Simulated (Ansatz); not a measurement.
Consider the substitution at a C–Cl bond: `[AlH2][CH2]Cl` + `N[SiH2]N` → `N[SiH2]N[CH2][AlH2]` + HCl.

Gas-phase electronic energies from Ansatz, PBE0-D4/def2-TZVP geometries. CCSD(T)/CBS adds triple-zeta CCSD(T) − MP2 to the extrapolated MP2 energy (def2 sets, frozen cores). This one scheme is used for every species. Functionals use def2-TZVPP. Each species was taken in one conformer, which may not be the lowest.

`[AlH2][CH2]Cl`:

Z-matrix (Å, degrees):
```
C
Cl 1 1.792
Al 1 1.969 2 111.8
H 1 1.093 2 107.1 3 -123.2
H 1 1.093 2 107.2 3 123.2
H 3 1.589 1 117.2 2 178.6
H 3 1.580 1 120.8 2 -1.4
```

`N[SiH2]N`:

Cartesian coordinates in Å:
```
N -1.004 1.059 0.013
Si -0.040 -0.266 -0.481
N 1.069 -0.627 0.770
H -1.558 1.024 0.852
H -1.384 1.696 -0.667
H 0.529 0.185 -1.785
H -0.738 -1.565 -0.713
H 1.404 -1.567 0.901
H 1.722 0.059 1.111
```

`N[SiH2]N[CH2][AlH2]`:

Cartesian coordinates in Å:
```
N -2.374 -1.068 0.938
Si -1.130 0.083 1.179
N -0.134 0.093 -0.214
C 1.232 0.593 -0.241
Al 2.214 0.179 -1.888
H -3.294 -0.908 1.311
H -2.178 -2.049 0.822
H -0.177 -0.169 2.301
H -1.866 1.345 1.494
H -0.587 0.025 -1.112
H 1.300 1.682 -0.061
H 1.804 0.151 0.589
H 1.420 -0.444 -3.119
H 3.769 0.488 -1.998
```

HCl:

Z-matrix (Å, degrees):
```
Cl
H 1 1.279
```

Q: Is it downhill or uphill in electronic energy at CCSD(T)/CBS, and by how much? (Best estimate.)

A: The calculation gave: Uphill: ΔE = +0.27 eV.

Q: What do these levels give: PBE-D4, PBE0-D4, ωB97X-V, ωB97M-V, B2PLYP, PBE, PBE0, HF/def2-TZVPP, SCS-MP2/def2-TZVPP, CCSD/def2-TZVPP, SCS-MP2/def2-QZVPP, CCSD/CBS(def2)? (An estimate is asked.)

A: Ansatz gave: PBE-D4 0.24, PBE0-D4 0.24, ωB97X-V 0.25, ωB97M-V 0.26, B2PLYP 0.29, PBE 0.28, PBE0 0.27, HF/def2-TZVPP 0.34, SCS-MP2/def2-TZVPP 0.25, CCSD/def2-TZVPP 0.23, SCS-MP2/def2-QZVPP 0.28, CCSD/CBS(def2) 0.27 eV.

Largest T1 diagnostic among the species: 0.010.

The D4 term adds −0.06 eV with B3LYP and −0.04 eV with PBE0; it sums over pairs of atoms, weighted by their polarisabilities, and B3LYP, whose exchange is more repulsive, gets the larger term. In def2-TZVPP, CCSD(T) changes the Hartree–Fock value by −0.11 eV (the triples alone add −0.01 eV) and MP2 by −0.10 eV.

B3LYP here is the variant with VWN-RPA as its local correlation; programs differ in this.
